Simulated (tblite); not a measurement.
C₂H₁₀BNSi₂.
SMILES with atom numbers: `[CH2:1]=[CH:2][BH:3][SiH2:4][NH:5][SiH3:6]` (hydrogens: H7, H8 on C1; H9 on C2; H10 on B3; H11, H12 on Si4; H13 on N5; H14, H15, H16 on Si6)

Computed with GFN2-xTB (tblite), gas phase: L-BFGS steps from a force-field or distance-geometry start until the largest atomic force falls under 0.01 eV/Å.

Step 1: E = -461.4840 eV
```
atom  x, y, z in Å  |  force x, y, z in eV/Å
C1      3.0943   -0.3787    0.3915   -0.222   0.443  -0.076
C2      2.4181    0.7429    0.1010    0.029  -0.057   0.254
B3      0.8783    0.8549    0.0362   -0.111   0.004  -0.723
Si4    -0.1914   -0.7432    0.2089   -0.055   0.324   0.525
N5     -1.6873   -0.4220    1.1136   -0.205  -0.220  -1.030
Si6    -2.8937    0.4644    0.1575    0.135  -0.302   0.252
H7      4.1799   -0.3929    0.4130   -0.249  -0.197  -0.004
H8      2.5430   -1.2824    0.6093    0.421   0.041  -0.021
H9      3.0108    1.6220   -0.1001    0.213   0.208  -0.055
H10     0.3542    1.7784   -0.4826    0.377   0.177   0.277
H11    -0.4658   -1.2839   -1.1390   -0.022  -0.224  -0.004
H12     0.5606   -1.7673    0.9481   -0.416  -0.423   0.134
H13    -2.0324   -1.3220    1.4470   -0.154   0.524   0.104
H14    -4.1035    0.7604    0.9296    0.160  -0.141   0.188
H15    -2.3880    1.7335   -0.3791    0.146  -0.155   0.199
H16    -3.2848   -0.3551   -0.9988   -0.050   0.002  -0.018
```

Step 2: E = -461.5673 eV
```
atom  x, y, z in Å  |  force x, y, z in eV/Å
C1      3.0896   -0.3691    0.3902    0.054  -0.059   0.058
C2      2.4193    0.7445    0.1089   -0.307   0.607  -0.089
B3      0.8712    0.8560    0.0110    0.403  -0.222  -0.264
Si4    -0.1935   -0.7301    0.2290    0.215  -0.173  -0.151
N5     -1.6962   -0.4354    1.0806    0.089   0.391  -0.618
Si6    -2.8882    0.4538    0.1675   -0.269   0.062  -0.273
H7      4.1700   -0.3994    0.4128   -0.049  -0.100  -0.005
H8      2.5578   -1.2795    0.6082    0.222  -0.053  -0.001
H9      3.0176    1.6284   -0.1019    0.042   0.007   0.030
H10     0.3675    1.7824   -0.4724    0.137   0.510   0.005
H11    -0.4670   -1.2921   -1.1412    0.066  -0.078   0.301
H12     0.5473   -1.7814    0.9524   -0.435  -0.291   0.122
H13    -2.0351   -1.2989    1.4483   -0.398  -0.257   0.394
H14    -4.0984    0.7559    0.9355    0.159  -0.151   0.214
H15    -2.3832    1.7291   -0.3730    0.119  -0.236   0.245
H16    -3.2865   -0.3553   -0.9997   -0.049   0.045   0.032
```

Step 3: E = -461.6105 eV
```
atom  x, y, z in Å  |  force x, y, z in eV/Å
C1      3.0894   -0.3675    0.3910   -0.282   0.524  -0.089
C2      2.4146    0.7573    0.1109    0.117  -0.097  -0.012
B3      0.8736    0.8530   -0.0061    0.362  -0.100  -0.114
Si4    -0.1908   -0.7262    0.2370    0.345  -0.361  -0.431
N5     -1.6995   -0.4372    1.0545    0.029   0.077  -0.108
Si6    -2.8900    0.4496    0.1680   -0.439   0.234  -0.486
H7      4.1638   -0.4041    0.4126    0.149  -0.032  -0.004
H8      2.5691   -1.2785    0.6076    0.046  -0.166   0.026
H9      3.0214    1.6314   -0.1023    0.044   0.084   0.036
H10     0.3766    1.7925   -0.4671    0.077   0.496  -0.050
H11    -0.4666   -1.2976   -1.1378    0.098  -0.046   0.356
H12     0.5335   -1.7932    0.9566   -0.418  -0.232   0.128
H13    -2.0425   -1.2902    1.4550   -0.277  -0.070   0.293
H14    -4.0932    0.7512    0.9420    0.117  -0.145   0.237
H15    -2.3788    1.7231   -0.3660    0.115  -0.200   0.225
H16    -3.2882   -0.3548   -0.9998   -0.083   0.035  -0.007
```

Question: Estimate the geometry and energy of step 4. (The exact step hangs on the optimiser's Hessian estimate; all steps are aligned on step 3, rigid shifts and turns removed.)

Answer: E = -461.6701 eV, largest force 0.781 eV/Å
```
atom  x, y, z in Å  |  force x, y, z in eV/Å
C1      3.0826   -0.3534    0.3902   -0.018   0.142  -0.011
C2      2.4128    0.7712    0.1143    0.233  -0.131  -0.137
B3      0.8817    0.8480   -0.0341    0.159   0.195   0.042
Si4    -0.1798   -0.7265    0.2411    0.252  -0.472  -0.569
N5     -1.7057   -0.4439    1.0164   -0.023  -0.140   0.303
Si6    -2.9011    0.4481    0.1596   -0.379   0.215  -0.463
H7      4.1574   -0.4115    0.4122    0.161   0.109  -0.007
H8      2.5864   -1.2799    0.6071   -0.108  -0.057   0.003
H9      3.0281    1.6380   -0.1022    0.013   0.124   0.057
H10     0.3921    1.8158   -0.4596    0.076   0.291  -0.051
H11    -0.4644   -1.3070   -1.1269    0.127  -0.059   0.293
H12     0.5053   -1.8151    0.9653   -0.348  -0.163   0.142
H13    -2.0568   -1.2738    1.4687   -0.111   0.112   0.144
H14    -4.0836    0.7415    0.9562    0.004  -0.115   0.272
H15    -2.3700    1.7109   -0.3517    0.135  -0.032   0.135
H16    -3.2925   -0.3535   -1.0004   -0.173  -0.018  -0.152
```

The energy changes by -0.0597 eV. The first-order estimate −F·Δx gives -0.0844 eV and the mean of the old and new forces, exact on a quadratic surface, -0.0595 eV. The step makes an angle of 53° with the force vector and moves no atom by more than 0.039 Å.

What follows is the cost of the whole relaxation. On one thread of an Arm Neoverse N1, shared host with 64 logical CPUs at a one-minute load of 60, this took 1.6 s.
